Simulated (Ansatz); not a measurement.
`[F][Y]` + HCl → `[Cl][Y]` + H–F at 500 K and 1 bar (ligand exchange at a Y–F bond).

Gas-phase electronic energies from Ansatz, PBE0-D4/def2-TZVP geometries. CCSD(T)/CBS adds triple-zeta CCSD(T) − MP2 to the extrapolated MP2 energy (def2 sets, frozen cores). This one scheme is used for every species. Elements past krypton have def2 core potentials. For Y outer-core shells are correlated without core-valence functions, which leaves a few kJ/mol of doubt a bond.

```
  species  CCSD(T)/CBS energy (Eh)  H − E (kJ/mol)  S (J/(mol·K))
 `[F][Y]`               -138.06881            19.8          249.5
      HCl               -460.38127            32.5          201.9
`[Cl][Y]`               -498.04873            19.1          262.5
      H–F               -100.39570            39.4          188.7
```

H − E and S are ideal-gas, rigid-rotor, harmonic terms from PBE0-D4/def2-TZVP. 1 Eh = 2625.50 kJ/mol, R = 8.31446 J/(mol·K).

Question: By hand: ΔE, ΔH, ΔS and ΔG.

Answer: ΔE = (-498.04873) + (-100.39570) − (-138.06881) − (-460.38127) = 0.00565 Eh = 14.8 kJ/mol. Δ(H − E) = 19.1 + 39.4 − 19.8 − 32.5 = 6.2, so ΔH = 21.0 kJ/mol. ΔS = 262.5 + 188.7 − 249.5 − 201.9 = -0.2 J/(mol·K). ΔG = 21.0 − 500 × (-0.2)/1000 = 21.1 kJ/mol.

Question: By hand: the equilibrium constant, and the temperature at which ΔG would vanish if ΔH and ΔS stayed fixed.

Answer: log₁₀ K = −ΔG/(RT ln 10) = -2.2. ΔH and −TΔS have one sign here, so there is no such temperature.

The number of gas molecules stays the same, so ΔS is small and ΔH decides. A doubt of 5 kJ/mol in ΔE shifts log₁₀ K by 0.5 here. These are equilibria of isolated gas molecules and say nothing of rates. Largest T1 diagnostic: 0.020 (customary marks: 0.02 for closed shells, 0.045 for open ones).

ΔS is within the doubt of such terms, so its sign, and with it that verdict, could turn.
